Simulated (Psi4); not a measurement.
C2H8N2, charge -1, doublet, at the geometry of the source list (a state made from the parent by changing its charge; the spin is typed, not shown lowest) (a gas-phase anion, which may not be bound at this level). Base run: HF/STO-3G run with Psi4 1.11.

Here is a job for Psi4.
```
memory 2 GB

molecule {
-1 2
  N     1.81950000    0.32830000   -0.22850000
  C     0.58870000    0.06660000    0.49630000
  C    -0.52930000   -0.28720000   -0.48430000
  N    -1.74500000   -0.60500000    0.24350000
  H     2.57600000    0.52730000    0.41560000
  H     1.70680000    1.13510000   -0.83450000
  H     0.25620000    0.91600000    1.12030000
  H     0.75780000   -0.78560000    1.15790000
  H    -0.23140000   -1.17120000   -1.05210000
  H    -0.64970000    0.54680000   -1.19940000
  H    -2.48190000   -0.87720000   -0.39670000
  H    -2.06750000    0.20610000    0.76200000
}

set basis sto-3g
set reference uhf
set stability_analysis check
set scf_type pk

energy('scf')
print_variables()
```

The bond that is stretched is that between atoms 7 and 2. A test that says stable can miss a lower solution.

The base run was repeated with changes; each row names its change, and settings that it needs were set with it.

| change | ΔE vs base (eV) | <S^2> | outcome |
|---|---|---|---|
| base | 0.00 | 0.761 | converged |
| stability_analysis = follow; reference = uhf | 0.00 | 0.761 | converged |
| bond × 1.25 | -2.54 | 0.754 | converged |
| stability_analysis = follow; reference = uhf; bond × 1.25 | -2.54 | 0.754 | converged |
| bond × 1.5 | -4.20 | 0.753 | converged |
| stability_analysis = follow; reference = uhf; bond × 1.5 | -4.20 | 0.753 | converged |
| bond × 1.8 | -4.59 | 0.752 | converged |
| stability_analysis = follow; reference = uhf; bond × 1.8 | -4.59 | 0.752 | converged |
| bond × 2.2 | -4.29 | 0.751 | converged |
| stability_analysis = follow; reference = uhf; bond × 2.2 | -4.29 | 0.751 | converged |
| bond × 3.0 | - | - | not converged |
| stability_analysis = follow; reference = uhf; bond × 3.0 | - | - | not converged |

A gas-phase anion may not be bound at this level; its values then depend on the basis.

On stretching, the SCF can end on different states; <S^2> shows the spin contamination of each.
